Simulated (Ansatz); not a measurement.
```yaml
crystal:
  periodic: [false, false, false]
  atoms:
    - {symbol: C, position_ang: [-1.235854, 1.075343, 0.805287]}
    - {symbol: Al, position_ang: [-0.266206, -0.505848, 1.473290]}
    - {symbol: S, position_ang: [2.015925, -0.466960, 1.127323]}
    - {symbol: S, position_ang: [1.023842, -1.577286, -0.278397]}
    - {symbol: C, position_ang: [0.969406, -0.479286, -1.711700]}
    - {symbol: H, position_ang: [-1.631091, 1.608206, 1.733991]}
    - {symbol: H, position_ang: [-0.691877, 1.780488, 0.211401]}
    - {symbol: H, position_ang: [-2.095717, 0.738269, 0.201784]}
    - {symbol: H, position_ang: [-0.747853, -1.480141, 2.484994]}
    - {symbol: H, position_ang: [1.922488, -0.285304, -2.063523]}
    - {symbol: H, position_ang: [0.304505, -0.973818, -2.492660]}
    - {symbol: H, position_ang: [0.491813, 0.437425, -1.456411]}
basis:
  gaussian: {orbitals: 6-31G, fitting: {mean_field: cc-pVTZ-jkfit}}
total_charge: 1
magnetization: {spin_polarized: true, initial_magnetization: 1}
hamiltonian: {xc: {name: CCSD(T)}}
scf: {lower_state_search: light}
output: {forces: true}
```

```sh
$ ansatz run in.yaml --threads 4 --pin off --events-out ev --progress --plain --max-ram 10444MiB
```

It prints (some lines left out):

```
Error: YAML parse error: error: line 20 column 19: hamiltonian.xc: no functional is named "CCSD(T)"; the names, which are not case-sensitive, are SVWN5, SPW92, PBE, PBE0, PBEsol, revPBE, revPBE0, RPBE, rPW86-PBE, HSE06, wPBEh, LC-wPBE, HISS, HF, BLYP, B3LYP, B3LYP5, BHLYP, CAM-B3LYP, r2SCAN, r2SCANh, r2SCAN0, r2SCAN50, m-r2SCAN, B97, wB97, wB97X, wB97X-V, B97M-V, wB97M-V, B2PLYP, B2GP-PLYP, PBE0-DH, PBE-QIDH
18 | total_charge: 1
19 | magnetization: {spin_polarized: true, initial_magnetization: 1}
20 | hamiltonian: {xc: {name: CCSD(T)}}
21 | scf: {lower_state_search: light}
22 | output: {forces: true}
```

(1) What is wrong with this run?

## Answers

(1) The method's name isn't one that the program takes here. The program refused the input.

HSE06 is defined as in plane-wave codes.
